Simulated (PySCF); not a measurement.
Gas-phase reaction: 2 VF5 + 2 FO = 2 VOF3 + 3 F2

Energies from PySCF, thermal terms from the rigid-rotor harmonic-oscillator model, ideal gas at 1 bar. † marks an energy on the PBE0/def2-TZVP geometry and frequencies; other levels use their own. MP2 and CCSD(T) freeze the core. 6-31G* has spherical d functions here. Open shells (unrestricted): FO (multiplicity 2); the rest are closed-shell singlets. Spin-orbit splitting is ignored; it lowers the true energy and changes the entropy of FO. MP2 isn't extrapolated to the basis-set limit. CCSD(T) isn't extrapolated to the basis-set limit. Warning, large T1 diagnostic: VF5, VOF3 (CCSD(T)/def2-TZVPP†).

PBE/def2-TZVP† gives ΔH°(298 K) = 337 kJ.

**Question.** What do CCSD(T)/def2-TZVPP†, MP2/def2-SVP†, HF/6-31G* give?

**Answer.** CCSD(T)/def2-TZVPP†: 215 kJ; MP2/def2-SVP†: 14 kJ; HF/6-31G*: 452 kJ. For scale, ΔH°(298 K) is 337 kJ at this level, 306 kJ at ωB97M-V/def2-TZVP†, and runs from 14 to 482 kJ over the 20 levels computed.
